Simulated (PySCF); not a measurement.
Potential energy surface of H2B (cation, charge +1), singlet: symmetric bend, bond length relaxed. Scanned: H-B-H angle. Other coordinates (B-H bond length) were minimised at B3LYP/def2-TZVP.

The free coordinates were minimised at B3LYP/def2-TZVP in PySCF; the energy column is CCSD(T) on RHF/cc-pVTZ, 1 core orbital frozen (PySCF), in kcal/mol.

```json
[
 {"a / °": "180", "B-H bond length / Å": "1.174", "E": "0.0"},
 {"a / °": "170", "B-H bond length / Å": "1.174", "E": "0.8"},
 {"a / °": "160", "B-H bond length / Å": "1.176", "E": "3.0"},
 {"a / °": "150", "B-H bond length / Å": "1.178", "E": "6.9"},
 {"a / °": "140", "B-H bond length / Å": "1.180", "E": "12.3"},
 {"a / °": "130", "B-H bond length / Å": "1.184", "E": "19.5"},
 {"a / °": "120", "B-H bond length / Å": "1.188", "E": "28.5"},
 {"a / °": "110", "B-H bond length / Å": "1.193", "E": "39.5"},
 {"a / °": "100", "B-H bond length / Å": "1.199", "E": "52.7"},
 {"a / °": "90", "B-H bond length / Å": "1.206", "E": "68.2"},
 {"a / °": "80", "B-H bond length / Å": "1.213", "E": "86.3"},
 {"a / °": "70", "B-H bond length / Å": "1.219", "E": "107.0"},
 {"a / °": "60", "B-H bond length / Å": "1.225", "E": "128.8"}
]
```
